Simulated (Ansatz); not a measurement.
| atom | x (Å) | y (Å) | z (Å) |
| --- | --- | --- | --- |
| C | 1.4517 | -0.0375 | -0.0523 |
| C | 0.7282 | 1.1882 | 0.0259 |
| C | -0.6711 | 1.1787 | -0.0478 |
| C | -1.4368 | 0.0097 | -0.0548 |
| C | -0.6649 | -1.1550 | 0.0019 |
| C | 0.6795 | -1.1920 | -0.0283 |
| H | 2.4273 | 0.0127 | -0.0054 |
| H | 1.2141 | 2.0999 | 0.0188 |
| H | -1.1909 | 2.2083 | -0.0573 |
| H | -2.5081 | 0.0170 | 0.0043 |
| H | -1.2117 | -2.0911 | 0.0385 |
| H | 1.1880 | -2.1557 | -0.0191 |

Basis set: cc-pVDZ (spherical functions). Correlated methods keep 6 orbitals frozen. Charge 0, multiplicity 1.

Computed with Ansatz (development build ahead of 0.2.0); each method stands on the lowest determinant of its kind that the runs found. Restricted open shells among the atoms or ions are ROHF, correlated in semicanonical orbitals with singles.

**Question.** Give the atomization energy at this shape (free ground-state atoms in the same class of orbitals less the molecule, no zero-point energy) of singlet C₆H₆ by RHF-MP2, RHF.

**Answer.**

```json
{"method": "RHF-MP2", "atomization energy": "55.96 eV"}
{"method": "RHF", "atomization energy": "43.74 eV"}
```

Caution: no unrestricted run beside it, a lower state can exist; the shape is not the minimum.
